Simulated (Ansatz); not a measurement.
C2H5FO2Si, SMILES `CC(=O)O[SiH2]F`, relaxed with RKS PBE-D4/def2-SVP in Ansatz from a rough embedded geometry. The force threshold is 0.03 eV/Å; the program also tests the step.

Charge 0, multiplicity 1.

Start:

```xyz
11

C     1.197   -0.902    1.307
C     0.226    0.080    0.695
O    -0.219    1.012    1.318
O    -0.115   -0.192   -0.552
Si   -1.100    0.729   -1.495
F    -1.185    0.063   -2.972
H     1.395   -0.681    2.307
H     2.090   -0.873    0.689
H     0.757   -1.967    1.211
H    -2.459    0.654   -0.892
H    -0.587    2.079   -1.616
```

Task: By how much does the energy fall, and how many steps does the optimiser take? (Estimate.)

Result: Ansatz gave: 32.89 kJ/mol, in 8 steps.

Task: Which bonds change most? (Estimate.)

Result: The calculation gave: O4–Si5 from 1.646 to 1.741 Å; C1–H7 from 1.043 to 1.103 Å; C1–H9 from 1.157 to 1.108 Å; Si5–H11 from 1.450 to 1.490 Å.

Task: Give the relaxed structure. (Best estimate.)

Result: The calculation gave: 
```xyz
11

C     1.186   -0.905    1.305
C     0.227   -0.010    0.574
O    -0.333    0.976    1.043
O    -0.003   -0.367   -0.706
Si   -1.122    0.764   -1.413
F    -1.264    0.172   -2.929
H     1.316   -0.556    2.343
H     2.162   -0.914    0.780
H     0.808   -1.947    1.294
H    -2.462    0.665   -0.770
H    -0.514    2.120   -1.521
```
